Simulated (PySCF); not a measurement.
Job for PySCF: R-HF/3-21G on FHOSn (SMILES [OH][Sn][F]), a point of a torsion scan.

```python
from pyscf import gto, scf, dft, mp
from pyscf.data.elements import chemcore

mol = gto.M(
    atom='''
    O    -1.03094198    0.05722285    0.04412164
    Sn    0.71705879    0.98513272   -0.08742189
    F     2.12769300   -0.55991444    0.08877569
    H    -1.81357241   -0.48194859   -0.04397631
    ''',
    basis='3-21g',
    charge=0, spin=0, verbose=3, max_memory=1800)
mf = scf.RHF(mol)
mf.conv_tol = 1e-8
mf.max_cycle = 100
mf.kernel()
if not mf.converged:
    mf = mf.newton().run(mf.mo_coeff, mf.mo_occ)
```

Program output:

```
converged SCF energy = -6170.25283302756
```

The calculation finished and met its thresholds.

Cost: about 0.4 core-seconds (a rough figure).
